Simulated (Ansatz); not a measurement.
One change: `[F][Ge]([Cl])([Cl])[Cl]` becomes `[NH2][Ge]([Cl])([Cl])[Cl]`.

Ansatz, PBE0-D4/def2-TZVP geometries, multiplicity 1. Each molecule was computed in one conformer, which needn't be the lowest.

Scalar relativity is left out up to krypton.

```json
{"property": "HOMO energy (PBE0/def2-TZVPP) / eV", "`[F][Ge]([Cl])([Cl])[Cl]`": "-9.82"}
{"property": "LUMO energy (B3LYP/def2-TZVPP) / eV", "`[F][Ge]([Cl])([Cl])[Cl]`": "-2.38"}
{"property": "size of the dipole moment (B3LYP/def2-TZVPP) / D", "`[F][Ge]([Cl])([Cl])[Cl]`": "0.94"}
{"property": "zero-point energy (PBE0-D4/def2-TZVP) / kJ/mol", "`[F][Ge]([Cl])([Cl])[Cl]`": "17.8"}
{"property": "HOMO energy (B3LYP/def2-TZVPP) / eV", "`[F][Ge]([Cl])([Cl])[Cl]`": "-9.51"}
{"property": "LUMO energy (PBE/def2-TZVPP) / eV", "`[F][Ge]([Cl])([Cl])[Cl]`": "-3.06"}
```

(1) Give the same properties after the change, and the shifts. (Best estimate.)

Answers

(1) Ansatz gave: 
```json
{"property": "HOMO energy (PBE0/def2-TZVPP) / eV", "`[NH2][Ge]([Cl])([Cl])[Cl]`": "-8.58", "shift": "1.24"}
{"property": "LUMO energy (B3LYP/def2-TZVPP) / eV", "`[NH2][Ge]([Cl])([Cl])[Cl]`": "-1.65", "shift": "0.73"}
{"property": "size of the dipole moment (B3LYP/def2-TZVPP) / D", "`[NH2][Ge]([Cl])([Cl])[Cl]`": "2.35", "shift": "1.41"}
{"property": "zero-point energy (PBE0-D4/def2-TZVP) / kJ/mol", "`[NH2][Ge]([Cl])([Cl])[Cl]`": "79.5", "shift": "61.7"}
{"property": "HOMO energy (B3LYP/def2-TZVPP) / eV", "`[NH2][Ge]([Cl])([Cl])[Cl]`": "-8.29", "shift": "1.22"}
{"property": "LUMO energy (PBE/def2-TZVPP) / eV", "`[NH2][Ge]([Cl])([Cl])[Cl]`": "-2.33", "shift": "0.73"}
```

With PBE0 the HOMO rises by 1.24 eV and the LUMO rises by 0.73 eV, so the gap narrows by about 0.51 eV. PBE moves the HOMO by 1.27 eV and ωB97M-V by 1.16 eV. The zero-point energy changes by 61.7 kJ/mol with +6 modes. Dipoles are sizes alone; their direction can turn.

B3LYP here is the variant with VWN-RPA as its local correlation; programs differ in this.
